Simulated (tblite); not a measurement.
Species: C₆H₈F₂Si.
Geometry (GFN2-xTB, Å), atoms numbered from 1 in this order:
```
atom  x, y, z in Å
C1    -1.872    0.156    0.687
C2    -0.954   -0.081   -0.514
F3    -1.788   -0.285   -1.626
C4    -0.180    1.172   -0.760
C5     1.058    1.411   -0.328
C6     1.910    0.448    0.333
F7     3.052    0.994    0.823
C8     1.708   -0.866    0.454
Si9    0.167   -1.633   -0.275
H10   -2.534   -0.696    0.816
H11   -1.273    0.283    1.585
H12   -2.478    1.048    0.533
H13   -0.722    1.944   -1.290
H14    1.507    2.383   -0.479
H15    2.476   -1.460    0.925
H16   -0.484   -2.536    0.677
H17    0.399   -2.272   -1.572
```

Computed values, GFN2-xTB/tblite, gas phase, harmonic and unscaled. This tight-binding method is rough: wavenumbers can miss measured ones by several per cent, in bad cases by 10 to 20. Modes of hydrogen on silicon can be 10 to 20 % off. One conformer, not necessarily the lowest.

Harmonic wavenumbers (cm⁻¹): 47.3, 161.8, 200.0, 209.9, 228.4, 269.8, 314.5, 347.1, 390.3, 405.4, 416.0, 492.9, 538.5, 574.5, 615.0, 646.9, 682.6, 761.5, 776.2, 813.5, 828.8, 900.4, 915.2, 923.6, 974.9, 1058.2, 1091.4, 1122.3, 1148.8, 1236.8, 1242.9, 1363.7, 1391.8, 1475.4, 1490.9, 1619.0, 1679.1, 2257.4, 2270.0, 3015.4, 3037.1, 3044.8, 3062.3, 3082.7, 3088.6.

A = 2389, B = 1009, C = 840.5 MHz; mass 146.036 u (most abundant isotopes); point group C1, symmetry number 1.

**Question.** Zero-point energy?

**Answer.** ½Σν̃ = 26107 cm⁻¹ = 74.64 kcal/mol.

**Question.** What is S at 273.15 K and 1 bar for an ideal gas of classical rigid rotors and harmonic oscillators?

**Answer.** Translation 40.44, rotation 29.19, vibration 22.47: S = 92.1 cal/(mol K).

**Question.** And Cp and H(273.15 K) − H(0)?

**Answer.** Cp = 36.75 cal/(mol K), of which vibrations give 28.80 (their classical limit is 45 R = 89.4); H(273.15 K) − H(0) = 5.76 kcal/mol without the zero-point energy, 3.59 from vibrations.

**Question.** Blend soft modes into free rotors: weight 1/[1 + (100 cm⁻¹/ν̃)⁴] for the oscillator and the rest for a rotor with moment μB/(μ + B), μ = h/(8π²ν), B = 10⁻⁴⁴ kg m². What vibrational entropy results?

**Answer.** 21.32 cal/(mol K) in place of 22.47, which changes −T·S at 273.15 K by +0.31 kcal/mol.

**Question.** What must be added to the electronic energy to get the Gibbs energy at 273.15 K and 1 bar?

**Answer.** ZPE + [H(273.15 K) − H(0)] − T·S = 74.64 + 5.76 − 25.16 = 55.24 kcal/mol.

Hindered rotation and anharmonicity are outside this model. Other conformers, if any are populated, would add a mixing term that is left out. The structure is chiral; the term R ln 2 for an equal mix with its mirror image is left out.
